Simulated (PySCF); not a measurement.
Fe¹³⁺ (iron, charge +13) across methods

[Ne] 3s2 3p1, 2P determinant. Calculation: PySCF 2.14, in an uncontracted even-tempered set (19 s from 0.69 bohr⁻², ratio 2.5; 12 p from 0.9 bohr⁻², ratio 2.5; 5 d from 5 bohr⁻², ratio 2.7; 4 f from 7.5 bohr⁻², ratio 2.7); scalar relativity by spin-free X2C-1e. The B2PLYP total includes its PT2 part (frozen core); its orbital energies are those of the SCF part.

| method | E (hartree) | mean ε 3s α (eV) | mean ε 3s β (eV) | mean ε 3p α (eV) | Σ⟨r²⟩ (bohr²) | ⟨S²⟩ |
| --- | --- | --- | --- | --- | --- | --- |
| UHF | -1197.16951 | -426.07 | -418.18 | -390.06 | 2.212 | 0.753 |
| LDA | -1195.109 | -410.21 | -406.99 | -374.87 | 2.208 | 0.750 |
| TPSSh | -1197.783 | -412.73 | -408.30 | -377.49 | 2.207 | 0.751 |
| B2PLYP | -1197.763 | -419.00 | -413.25 | -383.45 | 2.210 | 0.752 |
| PBE | -1197.502 | -410.43 | -406.92 | -375.35 | 2.206 | 0.751 |
| r2SCAN | -1197.693 | -411.48 | -407.22 | -376.40 | 2.210 | 0.752 |
| PBE0 | -1197.547 | -414.63 | -410.13 | -379.27 | 2.207 | 0.751 |
